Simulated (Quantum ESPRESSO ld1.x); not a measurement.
The numbers below are computed, except where a source is named.
Species: In41+. Configuration: [He] 2s2 2p4. Code: ld1.x of Quantum ESPRESSO 7.5. Model: scalar-relativistic Kohn-Sham, LDA (Slater exchange, Perdew-Zunger correlation), spin-polarised, spherical densities, point nucleus; open shells are filled with parallel spins first.

Unscreened Slater integrals over Kohn-Sham orbitals (hartree). They are taken over the spin-up orbitals.

\begin{tabular}{lr}
integral & value \\ \hline
F0(2p,2p) & 8.4663 \\
F2(2p,2p) & 4.0410 \\
F0(2p,2s) & 7.7324 \\
G1(2p,2s) & 4.3584 \\
F0(2p,1s) & 11.466 \\
G1(2p,1s) & 2.2189 \\
F0(2s,2s) & 7.2738 \\
F0(2s,1s) & 10.226 \\
G0(2s,1s) & 1.0303 \\
F0(1s,1s) & 31.768 \\
\end{tabular}

Derived for the open shells (J is the average intra-shell exchange parameter used in DFT+U). 2p: J = F2/5 = 0.8082 hartree.
